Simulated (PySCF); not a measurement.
H$_{3}$BClFOSi, singlet, geometry from GFN2-xTB, atoms displaced at random by about 0.08 Å a coordinate. Base run: PySCF with B3LYP/STO-3G, gradient.

Here is a job for PySCF.
```python
from pyscf import gto, scf, dft

mol = gto.Mole()
mol.atom = '''
    B     0.176118    0.313190    0.650122
    Cl   -0.265124   -0.466463    2.024289
    F     0.821529    1.417439    0.680305
    O    -0.081632   -0.173387   -0.493898
    Si    0.101876   -0.223656   -2.255956
    H     0.639677    0.880292   -2.836390
    H    -1.304989   -0.162145   -2.634788
    H     0.667918   -1.550533   -2.432737
'''
mol.basis = 'sto-3g'
mol.charge = 0
mol.spin = 0
mol.verbose = 4
mol.build()

mf = dft.RKS(mol)
mf.xc = 'b3lyp'
mf.kernel()
g = mf.nuc_grad_method()
grad = g.kernel()
```

The coordinate followed is y of atom 1.

Each row names what was changed in the base input (with any setting that the change needs).

```tsv
change	dE/dx (Eh/bohr)	net force (Eh/bohr)
base	-0.041862	0.000406
grid_response = on	-0.041906	0.000000
conv_tol = 1e-4	-0.041823	0.000406
grids.level = 0; grid_response = off	-0.040488	0.009808
finite difference step (bohr) = 0.05; conv_tol = 1e-11	-0.041358	-
conv_tol = 1e-11	-0.041863	0.000406
grids.level = 5; grid_response = off	-0.041863	0.000015
finite difference step (bohr) = 0.01; conv_tol = 1e-11	-0.041884	-
grids.level = 1; grid_response = on	-0.041737	0.000000
grids.level = 1; grid_response = off	-0.041886	0.000545
grids.level = 5; grid_response = on	-0.041863	0.000000
finite difference step (bohr) = 1e-5; conv_tol = 1e-11	-0.041906	-
```

The net force is zero for an exact gradient.
